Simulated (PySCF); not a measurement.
How methods differ on the excitation energy of C⁺

C⁺ [He] 2s2 2p1 (2P) → C⁺ [He] 2s2 3s1 (2S), as a difference of total energies. Computed with PySCF 2.14 in dyall-acv3z, with the non-relativistic Hamiltonian (point nucleus). Correlated levels: valence and next inner shell: nothing frozen; virtual orbitals above 40 to 60 times the deepest correlated orbital energy dropped. The calculations carry no spin-orbit coupling.

```tsv
method	excitation energy (cm⁻¹)
UHF	115870
MP2 (valence and next inner shell)	115640
SCS-MP2 (valence and next inner shell)	115390
CCSD (valence and next inner shell)	116860
CCSD(T) (valence and next inner shell)	115890
```

Errors of the correlated levels include the incompleteness of this basis.

The coupled-cluster amplitudes are large for the upper state (T1 above 0.03 or a double amplitude above 0.15), so a single reference is strained.

For comparison: 116500 cm⁻¹ (measured; NIST levels, between the centres of gravity of the two terms).
